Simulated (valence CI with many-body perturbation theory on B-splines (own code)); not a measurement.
E1 transitions of Cr²⁺

Calculated by relativistic CI+MBPT: four valence electrons over a frozen Dirac-Fock core [Ar], a basis of 7 s, 7 p, 8 d, 6 f, 4 g, 1 h functions for each j, with the one-electron correlation potential Σ1, the two-electron term Σ2, the three-electron term Σ3, Breit, model QED; selected CI, second order for the rest (own B-spline code, finite nucleus).

Set against measurement, 67 paired levels are off by 1793 cm⁻¹ on average, the worst by 4071. These come from a selection out of Sugar and Corliss, J. Phys. Chem. Ref. Data 6, 317 (1977). Levels without a partner in it may be off by more, other configurations by 1,000 to 8,000 cm⁻¹. Among the levels kept, up to 440 cm⁻¹ of a level comes from second order outside the variational space, and about a tenth of that is noise between levels of different J, which matters for small intervals.

Lines 251 to 300 of 587 in falling wavelength, among levels below 19.262 eV, chosen from the strongest by gf and those to the six lowest levels. Wavelengths and rates use the calculated energies, so an error of 2000 cm⁻¹ moves a line at 175.5 nm by 3.5 % and its rate by three times that or more. Electric multipoles are in the length gauge, E1 and E2 with the static RPA response of the core. Weak lines are less certain than strong ones. Lines between different terms over intervals too small for the method are left out, as are lines whose strength nearly cancels. Where a level lies close to another of its J and parity, the split of strength between their lines is uncertain. The highest levels of a list are the least certain.

Names give the largest LS component (configuration and term), which can be under half, so a name can repeat, a term be missing and a line seem to break the LS rules; names also repeat where a configuration has a term twice. Letters in brackets count levels of one name in rising energy.

```
λ vac (nm)             Upper             Lower   A (s⁻¹)  S (a.u.)
     175.5       3d3.4d 5F_2  3d3.4p 5D°_3 [a]  1.10e+08  1.46e+00
     175.4       3d3.4d 5G_4      3d3.4p 5F°_4  3.50e+08  8.40e+00
     175.4       3d3.4d 5P_3  3d3.4p 5D°_3 [a]  2.34e+08  4.36e+00
     175.4       3d3.4d 5P_2  3d3.4p 3D°_2 [a]  8.20e+07  1.09e+00
     175.3       3d3.4d 5G_3      3d3.4p 5F°_3  2.31e+08  4.30e+00
     175.2       3d3.4d 5G_2  3d3.4p 5D°_2 [a]  9.16e+07  1.22e+00
     175.1       3d3.4d 5G_6      3d3.4p 5F°_5  8.00e+08  2.75e+01
     175.0       3d3.4d 5F_3  3d3.4p 5D°_3 [a]  1.78e+08  3.31e+00
     174.9       3d3.4d 5F_5  3d3.4p 5D°_4 [a]  5.98e+07  1.74e+00
     174.9       3d3.4d 5F_1  3d3.4p 3D°_2 [a]  1.98e+08  1.57e+00
     174.8       3d3.4d 3D_3  3d3.4p 3D°_2 [b]  6.18e+07  1.14e+00
     174.8       3d3.4d 5G_5      3d3.4p 5F°_4  1.78e+08  5.14e+00
     174.7       3d3.5s 3F_2  3d3.4p 3F°_2 [a]  7.91e+07  1.04e+00
     174.7       3d3.4d 5G_4      3d3.4p 5F°_3  7.01e+07  1.66e+00
     174.6       3d3.5s 3F_3  3d3.4p 3F°_3 [a]  1.11e+08  2.05e+00
     174.6       3d3.4d 5G_4  3d3.4p 5D°_4 [a]  1.35e+08  3.19e+00
     174.5       3d3.4d 5F_2  3d3.4p 3D°_2 [a]  2.97e+08  3.89e+00
     174.4       3d3.5s 3F_4  3d3.4p 3F°_4 [a]  1.72e+08  4.06e+00
     174.4       3d3.4d 3H_4  3d3.4p 3G°_3 [a]  1.22e+09  2.87e+01
     174.2       3d3.4d 3H_5  3d3.4p 3G°_4 [a]  1.22e+09  3.50e+01
     174.1       3d3.4d 5F_1  3d3.4p 3D°_1 [a]  6.02e+08  4.70e+00
     174.0       3d3.4d 3H_6  3d3.4p 3G°_5 [a]  1.23e+09  4.16e+01
     174.0       3d3.4d 5G_3  3d3.4p 5D°_3 [a]  2.15e+08  3.91e+00
     173.9       3d3.4d 5G_5  3d3.4p 5D°_4 [a]  2.72e+08  7.78e+00
     173.7       3d3.4d 5F_2  3d3.4p 3D°_1 [a]  9.28e+07  1.20e+00
     173.5       3d3.4d 5G_2  3d3.4p 3D°_2 [a]  2.31e+08  2.98e+00
     173.4       3d3.4d 5G_4  3d3.4p 5D°_3 [a]  2.25e+08  5.22e+00
     173.2       3d3.4d 3D_3  3d3.4p 5D°_3 [a]  6.05e+07  1.09e+00
     173.0       3d3.4d 3G_3  3d3.4p 3G°_3 [a]  4.23e+08  7.56e+00
     173.0       3d3.4d 5G_3  3d3.4p 3D°_2 [a]  1.57e+08  2.81e+00
     172.8       3d3.4d 3G_4  3d3.4p 3G°_4 [a]  4.39e+08  1.01e+01
     172.8       3d3.4d 5G_2  3d3.4p 3D°_1 [a]  1.10e+08  1.40e+00
     172.7       3d3.4d 3G_5  3d3.4p 3G°_5 [a]  4.66e+08  1.30e+01
     172.4       3d3.4d 3D_2  3d3.4p 3D°_1 [a]  9.94e+07  1.26e+00
     172.2       3d3.4d 3D_3  3d3.4p 3D°_2 [a]  5.28e+07  9.31e-01
     171.8       3d3.4d 5H_6      3d3.4p 5G°_6  5.99e+07  1.95e+00
     171.1  3d3.4p 1G°_4 [c]       3d3.4s 1H_5  7.91e+07  1.76e+00
     171.0       3d3.4d 5H_5      3d3.4p 5G°_5  1.12e+08  3.03e+00
     170.9       3d3.4d 5H_7      3d3.4p 5G°_6  1.38e+09  5.11e+01
     170.4       3d3.4d 5H_4      3d3.4p 5G°_4  1.46e+08  3.22e+00
     170.3       3d3.4d 5H_6      3d3.4p 5G°_5  1.31e+09  4.16e+01
     169.9       3d3.4d 5H_3      3d3.4p 5G°_3  1.38e+08  2.33e+00
     169.9       3d3.5s 3F_2  3d3.4p 3G°_3 [a]  5.15e+08  6.24e+00
     169.9       3d3.4d 5H_5      3d3.4p 5G°_4  1.26e+09  3.36e+01
     169.7       3d3.5s 3F_3  3d3.4p 3G°_4 [a]  4.76e+08  8.03e+00
     169.5       3d3.4d 5H_4      3d3.4p 5G°_3  1.24e+09  2.67e+01
     169.5       3d3.5s 3F_4  3d3.4p 3G°_5 [a]  4.59e+08  9.91e+00
     169.4       3d3.4d 5F_5      3d3.4p 5G°_6  3.61e+07  9.53e-01
     169.2       3d3.4d 5H_3      3d3.4p 5G°_2  1.26e+09  2.10e+01
     168.5       3d3.4d 5G_5      3d3.4p 5G°_6  1.27e+08  3.29e+00
```
